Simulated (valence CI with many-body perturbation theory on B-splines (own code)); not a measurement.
## Re IV: electric-dipole lines

Level of theory: relativistic CI+MBPT: four valence electrons over a frozen Dirac-Fock core [Xe] 4f14, radial functions for each j: 7 s, 7 p, 8 d, 6 f, 4 g, 1 h, with the one-electron correlation potential Σ1, the two-electron term Σ2, the three-electron term Σ3, Breit, model QED; selected CI, second order for the rest, scaled by the run's own slope (own B-spline code, finite nucleus).

Set against measurement, 69 paired levels are off by 865 cm⁻¹ on average, the worst by 2063. These come from a selection out of Brasseur, Gamrath and Quinet, At. Data Nucl. Data Tables 157, 101636 (2024). Levels without a partner in it may be off by more, other configurations by 1,000 to 8,000 cm⁻¹. Among the levels kept, up to 360 cm⁻¹ of a level comes from second order outside the variational space, and about a tenth of that is noise between levels of different J, which matters for small intervals.

Lines 101 to 150 of 573 in falling wavelength, among levels below 20.651 eV, chosen from the strongest by gf and those to the six lowest levels. Wavelengths and rates use the calculated energies, so an error of 900 cm⁻¹ moves a line at 1597 Å by 1.4 % and its rate by three times that or more. Electric multipoles are in the length gauge, E1 and E2 with the static RPA response of the core. Weak lines are less certain than strong ones. Lines between different terms over intervals too small for the method are left out, as are lines whose strength nearly cancels. Where a level lies close to another of its J and parity, the split of strength between their lines is uncertain. The highest levels of a list are the least certain.

Names give the largest LS component (configuration and term), which can be under half, so a name can repeat, a term be missing and a line seem to break the LS rules; names also repeat where a configuration has a term twice. Letters in brackets count levels of one name in rising energy.

| λ vac (Å) | Upper | Lower | A (s⁻¹) | S (a.u.) |
| --- | --- | --- | --- | --- |
| 1597 | 5d3 6p 3H°_5 [a] | 5d3 6s 3H_5 [a] | 4.58e+07 | 1.01e+00 |
| 1596 | 5d3 6p 3F°_3 [a] | 5d3 6s 5P_3 | 1.28e+08 | 1.80e+00 |
| 1592 | 5d3 6p 3H°_5 [b] | 5d3 6s 1G_4 | 6.12e+07 | 1.34e+00 |
| 1584 | 5d3 6p 1D°_2 [a] | 5d3 6s 1D_2 [a] | 2.07e+08 | 2.03e+00 |
| 1584 | 5d3 6p 3G°_4 [b] | 5d3 6s 1G_4 | 2.57e+08 | 4.53e+00 |
| 1582 | 5d3 6p 1H°_5 [b] | 5d3 6s 1H_5 | 5.36e+08 | 1.15e+01 |
| 1582 | 5d3 6p 3H°_4 [a] | 5d3 6s 5F_5 | 1.16e+08 | 2.04e+00 |
| 1581 | 5d3 6p 3H°_6 [b] | 5d3 6s 3H_6 | 4.81e+07 | 1.22e+00 |
| 1580 | 5d3 6p 3D°_3 [e] | 5d3 6s 1D_2 [a] | 8.22e+07 | 1.12e+00 |
| 1578 | 5d3 6p 3F°_4 [b] | 5d3 6s 3F_4 [a] | 8.69e+07 | 1.52e+00 |
| 1578 | 5d3 6p 3D°_3 [d] | 5d3 6s 3P_2 [b] | 1.26e+08 | 1.71e+00 |
| 1575 | 5d3 6p 1H°_5 [a] | 5d3 6s 3H_5 [b] | 8.15e+07 | 1.73e+00 |
| 1574 | 5d3 6p 3F°_3 [a] | 5d3 6s 3G_3 | 1.23e+08 | 1.66e+00 |
| 1573 | 5d3 6p 1G°_4 [b] | 5d3 6s 1F_3 | 3.97e+08 | 6.87e+00 |
| 1572 | 5d2 6s 6p 5G°_3 | 5d3 6s 1F_3 | 8.53e+07 | 1.14e+00 |
| 1570 | 5d3 6p 3G°_3 [b] | 5d3 6s 3F_2 [a] | 1.97e+08 | 2.63e+00 |
| 1565 | 5d3 6p 3D°_3 [a] | 5d3 6s 5P_2 | 1.19e+08 | 1.58e+00 |
| 1565 | 5d3 6p 3D°_3 [d] | 5d3 6s 3F_4 [c] | 8.62e+07 | 1.14e+00 |
| 1564 | 5d3 6p 3G°_4 [d] | 5d3 6s 3F_4 [c] | 1.46e+08 | 2.48e+00 |
| 1563 | 5d3 6p 3G°_5 [c] | 5d3 6s 3F_4 [c] | 9.24e+07 | 1.92e+00 |
| 1562 | 5d3 6p 3G°_5 [b] | 5d3 6s 1G_4 | 1.33e+08 | 2.76e+00 |
| 1559 | 5d3 6p 5P°_3 | 5d3 6s 5P_3 | 1.99e+08 | 2.61e+00 |
| 1559 | 5d3 6p 5D°_2 [c] | 5d3 6s 3F_2 [a] | 1.28e+08 | 1.19e+00 |
| 1559 | 5d2 6s 6p 5G°_2 [a] | 5d3 6s 1D_2 [a] | 1.48e+08 | 1.38e+00 |
| 1559 | 5d3 6p 3D°_1 [f] | 5d3 6s 3P_1 [b] | 2.72e+08 | 1.53e+00 |
| 1558 | 5d3 6p 3G°_4 [a] | 5d3 6s 3G_3 | 7.83e+07 | 1.32e+00 |
| 1557 | 5d3 6p 5D°_2 [a] | 5d3 6s 5F_3 | 1.54e+08 | 1.43e+00 |
| 1556 | 5d3 6p 3H°_5 [c] | 5d3 6s 3F_4 [a] | 5.49e+07 | 1.12e+00 |
| 1554 | 5d3 6p 1F°_3 [b] | 5d3 6s 1F_3 | 3.86e+08 | 5.01e+00 |
| 1553 | 5d3 6p 3D°_3 [f] | 5d3 6s 1D_2 [a] | 1.49e+08 | 1.93e+00 |
| 1546 | 5d3 6p 3G°_4 [d] | 5d3 6s 3F_4 [b] | 9.07e+07 | 1.49e+00 |
| 1545 | 5d3 6p 3D°_3 [d] | 5d3 6s 3F_2 [b] | 1.65e+08 | 2.10e+00 |
| 1545 | 5d3 6p 3G°_5 [c] | 5d3 6s 3F_4 [b] | 1.27e+08 | 2.55e+00 |
| 1542 | 5d3 6p 3P°_2 [b] | 5d3 6s 3F_2 [b] | 1.83e+08 | 1.65e+00 |
| 1538 | 5d3 6p 3F°_4 [a] | 5d3 6s 3G_4 | 2.12e+08 | 3.42e+00 |
| 1538 | 5d3 6p 5P°_3 | 5d3 6s 3G_3 | 1.18e+08 | 1.48e+00 |
| 1536 | 5d3 6p 3F°_3 [b] | 5d3 6s 3F_3 [a] | 1.66e+08 | 2.08e+00 |
| 1534 | 5d3 6p 3H°_6 [c] | 5d3 6s 3H_5 [b] | 5.73e+08 | 1.33e+01 |
| 1532 | 5d3 6p 3F°_4 [a] | 5d3 6s 5P_3 | 6.79e+07 | 1.08e+00 |
| 1531 | 5d3 6p 5D°_3 | 5d3 6s 3G_4 | 1.50e+08 | 1.86e+00 |
| 1528 | 5d3 6p 3F°_3 [c] | 5d3 6s 1G_4 | 1.06e+08 | 1.31e+00 |
| 1528 | 5d3 6p 3S°_1 | 5d3 6s 3P_2 [b] | 4.79e+08 | 2.53e+00 |
| 1526 | 5d3 6p 3D°_3 [c] | 5d3 6s 3P_2 [a] | 2.03e+08 | 2.50e+00 |
| 1525 | 5d3 6p 3F°_4 [d] | 5d3 6s 3F_4 [c] | 1.49e+08 | 2.34e+00 |
| 1525 | 5d3 6p 5D°_3 | 5d3 6s 5P_3 | 1.11e+08 | 1.36e+00 |
| 1524 | 5d3 6p 3D°_3 [e] | 5d3 6s 3F_4 [c] | 1.71e+08 | 2.09e+00 |
| 1522 | 5d3 6p 1H°_5 [a] | 5d3 6s 3H_6 | 1.30e+08 | 2.48e+00 |
| 1520 | 5d3 6p 3D°_2 [c] | 5d3 6s 3P_1 [b] | 1.90e+08 | 1.65e+00 |
| 1519 | 5d3 6p 1G°_4 [a] | 5d3 6s 3F_4 [a] | 1.35e+08 | 2.09e+00 |
| 1515 | 5d3 6p 3H°_5 [c] | 5d3 6s 1G_4 | 3.07e+08 | 5.79e+00 |
